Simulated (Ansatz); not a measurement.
A run on C2H3ClNSi, SMILES `[C]#C[SiH](N)Cl` radical with other settings.

```yaml
crystal:
  periodic: [false, false, false]
  atoms:
    - {symbol: C, position_ang: [2.448698, -0.587217, 1.393410]}
    - {symbol: C, position_ang: [1.422287, -0.157198, 0.914274]}
    - {symbol: Si, position_ang: [-0.129159, 0.478463, 0.200195]}
    - {symbol: N, position_ang: [-0.859462, -0.785888, -0.657302]}
    - {symbol: Cl, position_ang: [0.391047, 2.126369, -0.922336]}
    - {symbol: H, position_ang: [-1.053073, 0.964273, 1.241310]}
    - {symbol: H, position_ang: [-0.314324, -1.385760, -1.255155]}
    - {symbol: H, position_ang: [-1.813715, -0.710042, -0.970197]}
basis:
  gaussian: {orbitals: def2-TZVP, point_charges: [{charge: 0.50, position_ang: [6.101, -0.895, -0.060]}]}
magnetization: {spin_polarized: true, initial_magnetization: 1}
hamiltonian: {xc: {name: B2PLYP}}
accuracy: high
output: {forces: true}
```

```sh
$ ansatz run in.yaml --threads 4 --pin off --events-out ev --progress --plain --max-ram 10444MiB
```

It prints (some lines left out):

```
Functional definition: B2PLYP
3128 factors; integrals over basis functions are off by at most 1.4e-8 eV
mean field evaluation 1: about -23981.5955 eV, gradient 4.8e1 eV
mean field evaluation 2: about -23981.7958 eV, gradient 4.8e1 eV
mean field evaluation 4: about -23994.1169 eV, gradient 1.2e1 eV
mean field evaluation 8: about -23995.9682 eV, gradient 8.3e-1 eV
mean field evaluation 16: about -23996.0065 eV, gradient 9.7e-2 eV
mean field evaluation 32: about -23996.0084 eV, gradient 1.9e-4 eV
mean field -23996.00842042 eV, -881.8370443719 hartree, gradient 7.7e-8 eV, S^2 0.814793; 6 other end points of the search recorded, 0 dependent functions left out
13 core orbitals not correlated: weight in the atoms' cores, before any rotation towards them, 1.000 or more for the frozen orbitals, at most 0.000 for the correlated occupied ones
reference -23996.00844698 eV, -881.8370453480 hartree; 14, 13 occupied and 158, 159 virtual orbitals, 3128 factors
second order -25.63119738 eV of doubles, -0.00000000 eV of singles
Total energy: -24002.92887028 eV, -882.0913662131 hartree
Atom 0 at     2.448698    -0.587217     1.393410 Å, force     0.443557    -0.174564     0.174341 eV/Å
Atom 1 at     1.422287    -0.157198     0.914274 Å, force    -0.213517     0.036913     0.001980 eV/Å
Atom 2 at    -0.129159     0.478463     0.200195 Å, force    -0.438345     0.205771    -0.054057 eV/Å
Atom 3 at    -0.859462    -0.785888    -0.657302 Å, force     0.099397    -0.026034     0.020944 eV/Å
Atom 4 at     0.391047     2.126369    -0.922336 Å, force     0.060987     0.061584    -0.034998 eV/Å
Atom 5 at    -1.053073     0.964273     1.241310 Å, force     0.156907    -0.071677    -0.071938 eV/Å
Atom 6 at    -0.314324    -1.385760    -1.255155 Å, force    -0.032152    -0.031834    -0.032986 eV/Å
Atom 7 at    -1.813715    -0.710042    -0.970197 Å, force    -0.045317    -0.017907    -0.002955 eV/Å
Dipole moment:    -0.448471    -0.263665    -0.147117 e Å
```

Hardware: 4 threads of an Arm Neoverse V1 on a shared host. Wall time 82 s, peak host memory 1.4 GiB.
